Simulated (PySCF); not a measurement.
## Working out the ionisation energy of Pt⁺

Pt⁺ [Xe] 4f14 5d9 (2D) → Pt²⁺ [Xe] 4f14 5d8 (3F). All numbers are calculated (PySCF 2.14, scalar relativity through the core potential, in def2-TZVPPD with the def2 core potential (60 electrons)). Frozen: nothing. Energies in hartree (1 hartree = 27.21139 eV):

```tsv
part	Pt⁺ (lower)	Pt²⁺ (upper)
UHF	-118.121414	-117.499696
MP2 opposite-spin	-0.318903	-0.274468
MP2 same-spin	-0.153881	-0.128643
```

Problem. What does Hartree-Fock give?

Solution. (-117.499696) − (-118.121414) = 0.621718 hartree = 16.918 eV.

Problem. What do MP2 and SCS-MP2 (6/5 opposite-spin, 1/3 same-spin) give?

Solution. The opposite-spin parts differ by 1.209 eV and the same-spin parts by 0.687 eV. MP2: 16.918 + (1.209) + (0.687) = 18.814 eV. SCS-MP2: 16.918 + 1.2 × (1.209) + (0.687)/3 = 18.598 eV.

Reference: 18.56 ± 0.12 eV (measured; NIST Atomic Spectra Database, ionization energies), between the lowest levels; spin-orbit coupling is absent from the calculation.

What remains against the reference includes basis incompleteness and correlation beyond second order.
